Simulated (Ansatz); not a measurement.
`CC[N](C)[Al]([Cl])[Cl]`, relaxed with RKS PBE0-D4/def2-TZVP in Ansatz from a GFN2-xTB geometry. The force threshold is 0.005 eV/Å; the program also tests the step.

Total charge 0; spin multiplicity 1.

Start:

```xyz
15

C    -1.468   -0.434    1.105
C    -1.032    0.059   -0.275
N     0.411    0.159   -0.420
C     1.077   -1.125   -0.570
Al    1.287    1.722   -0.317
Cl    0.247    3.448   -0.078
Cl    3.312    1.756   -0.455
H    -1.044    0.212    1.872
H    -1.132   -1.452    1.282
H    -2.551   -0.411    1.183
H    -1.431   -0.611   -1.048
H    -1.452    1.056   -0.438
H     0.686   -1.664   -1.439
H     0.947   -1.757    0.314
H     2.144   -0.958   -0.715
```

| step | energy (eV) | largest force (eV/Å) | largest move (Å) |
| --- | --- | --- | --- |
| 1 | -36364.5729 | 1.896 | 0.000 |
| 2 | -36364.6567 | 0.476 | 0.068 |
| 3 | -36364.6651 | 0.075 | 0.022 |
| 4 | -36364.6661 | 0.040 | 0.021 |
| 5 | -36364.6666 | 0.031 | 0.028 |
| 6 | -36364.6668 | 0.025 | 0.024 |
| 7 | -36364.6669 | 0.018 | 0.011 |
| 8 | -36364.6670 | 0.009 | 0.020 |
| 9 (rejected) | -36364.6670 | 0.019 | 0.006 |
| 10 | -36364.6670 | 0.001 | 0.003 |

End:

```xyz
15

C    -1.488   -0.480    1.086
C    -1.019    0.097   -0.240
N     0.425    0.180   -0.376
C     1.078   -1.103   -0.527
Al    1.295    1.703   -0.362
Cl    0.264    3.502   -0.140
Cl    3.369    1.741   -0.575
H    -1.133    0.133    1.919
H    -1.129   -1.500    1.237
H    -2.580   -0.506    1.124
H    -1.421   -0.508   -1.065
H    -1.441    1.100   -0.360
H     0.667   -1.652   -1.384
H     0.964   -1.737    0.360
H     2.148   -0.971   -0.698
```

Hardware: 2 threads of an AMD EPYC 7R13 on a shared host and a share of an NVIDIA H100 80 GB. Wall time 59 s, peak host memory 0.94 GiB.
